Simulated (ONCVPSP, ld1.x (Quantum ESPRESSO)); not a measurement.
Potentials for N compared

Generated with ld1.x 7.5 (TM, RRKJ, ultrasoft, PAW), atompaw 4.2 or ONCVPSP 4.0.1. The cutoff is in Ry: for ld1.x and atompaw files where the sum of valence levels is converged to 10 mRy in a Bessel basis, for ONCV files where the hardest occupied wave has 1 mHa per electron of residual kinetic energy. The error is the largest all-electron minus pseudo excitation energy over each file’s own four to seven test configurations (ionisations up to +4, promotions, holes and added fractions of an electron), all of which were solved. The labels leave out finer settings (local radius, basis sizes, second energies), which also bear on the numbers. Spin-polarised tests are not counted. The rows are a selection from randomly drawn settings: files with unsolved tests, undetermined cutoffs or missed reference levels are left out.

```tsv
potential	cutoff (Ry)	largest error (meV)	bound ghosts
TM, LDA (PZ), non-relativistic, rc 0.80/1.45/1.55 (spd), local smoothed, core correction yes, reference 2s2 2p3	60	+909	none
ONCV, PBE, scalar-relativistic, rc 0.75/2.00 (sp), local smoothed, core correction no, reference 2s2 2p3, qcut 8.7/7.2, projectors 2/1	60	+1731	none
ONCV, PBE, non-relativistic, rc 1.00/1.15/1.10 (spd), local smoothed, core correction yes, reference 2s2 2p2, qcut 5.5/6.7/7.7, projectors 2/1/3	233	+275	none
ONCV, LDA (Perdew-Wang 92), scalar-relativistic, rc 1.05/2.30/1.85 (spd), local s, core correction no, reference 2s2 2p3, qcut 5.8/5.9/6.1, projectors 0/2/1	126	+3075	none
ONCV, PBE, scalar-relativistic, rc 0.75/2.20 (sp), local smoothed, core correction yes, reference 2s2 2p1, qcut 7.7/7.5, projectors 2/2	62	+1303	none
ONCV, PBE, non-relativistic, rc 0.95/1.50 (sp), local smoothed, core correction no, reference 2s2 2p3, qcut 7.9/7.9, projectors 2/2	53	+721	none
```

(1) Fill in the row for N: ONCV, LDA (Perdew-Zunger), non-relativistic, rc 1.05/1.55 (sp), local smoothed, core correction no, reference 2s2 2p3, qcut 5.5/10.9, projectors 1/2.

(2) Fill in the row for N: PAW, PBE, scalar-relativistic, rc 1.20/2.10/2.30 (spd), local smoothed, core correction yes, reference 2s2 2p2.5.

(3) Fill in the row for N: ultrasoft, PBE, scalar-relativistic, rc 0.95/1.45 (sp), local smoothed, core correction yes, reference 2s2 2p3.

Answers

(1) cutoff 155 Ry, largest error +631 meV, bound ghosts: none.

(2) cutoff 18 Ry, largest error -18 meV, bound ghosts: none.

(3) cutoff 35 Ry, largest error +213 meV, bound ghosts: none.
